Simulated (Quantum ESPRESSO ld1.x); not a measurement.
Task: Xe2+, 52 electrons, occupied as [Kr] 4d10 5s1 5p5 (not the ground configuration). Calculated with ld1.x of Quantum ESPRESSO 7.5: Dirac Kohn-Sham, PW91, spin-unpolarised, spherical densities, point nucleus; open shells are shared between the two j in proportion to 2j + 1. Some entries of the table are withheld. Estimate them.

orbital     occ.  eigenvalue (hartree)  <r^2> (bohr^2)  r(max) (bohr)
1s1/2          2              -1263.23             (1)        0.01715
2s1/2          2              -197.243         0.01543            (2)
2p1/2          2              -185.371         0.01139        0.07437
2p3/2          4              -173.436         0.01267        0.07926
3s1/2          2              -41.0140          0.1072         0.2791
3p1/2          2              -36.0792          0.1020         0.2656
3p3/2          4              -33.8124          0.1099         0.2764
3d3/2          4              -25.1265         0.09195         0.2241
3d5/2          6              -24.6474         0.09425         0.2272
4s1/2          2              -8.08487          0.5796         0.6613
4p1/2          2              -6.33715          0.6325         0.6769
4p3/2          4              -5.88390          0.6803         0.7011
4d3/2          4              -3.05485          0.8770         0.7430
4d5/2          6              -2.98136          0.8986         0.7513
5s1/2          1              -1.47356           3.542          1.593
5p1/2    1.66667              -1.04318           4.615          1.777
5p3/2    3.33333              -0.98511           4.977          1.846

Result: 
(1) 1s1/2 <r^2> (bohr^2): 0.0009636
(2) 2s1/2 r(max) (bohr): 0.09710
